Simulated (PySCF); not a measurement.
## Ionisation energy of Dy⁵⁸⁺ by level of theory

Dy⁵⁸⁺ [He] 2s2 2p4 [2p1/2^2 2p3/2^2, M_J = 2] → Dy⁵⁹⁺ [He] 2s2 2p3 [2p1/2^2 2p3/2^1, M_J = 3/2], as a difference of total energies. All numbers are calculated (PySCF 2.14, the two-component X2C-1e Hamiltonian, in an even-tempered Gaussian basis (17 s from 40 bohr⁻², ratio 2.4; 13 p from 51 bohr⁻², ratio 2.4; 5 d from 180 bohr⁻², ratio 2.6; 4 f from 260 bohr⁻², ratio 2.6)). Correlated levels: nothing frozen; the 30 highest virtual spinors dropped. "Screened" scales the spin-orbit matrix elements by Boettger's factors to mimic the two-electron term; Breit and QED terms are absent.

```
                    method  ionisation energy (eV)
           GHF (spin-free)                 12912.1
          GMP2 (spin-free)                 12913.8
 GHF (screened spin-orbit)                 12700.4
GMP2 (screened spin-orbit)                 12700.4
```

For this ion Breit and QED terms and the two-electron picture change, all absent here, outweigh the correlation shift from GHF to GMP2.

The spin-free rows relax to the high-spin LS determinant and lack the spin-orbit shift.

The labels give the starting determinants; with spin-orbit coupling the two ends relaxed to ⟨J²⟩ = 6.00, ⟨L²⟩ = 3.27, ⟨S²⟩ = 1.38 and ⟨J²⟩ = 3.75, ⟨L²⟩ = 2.57, ⟨S²⟩ = 1.47.

For comparison: 12690 ± 6 eV (theoretical estimate listed by NIST; NIST Atomic Spectra Database, ionization energies).
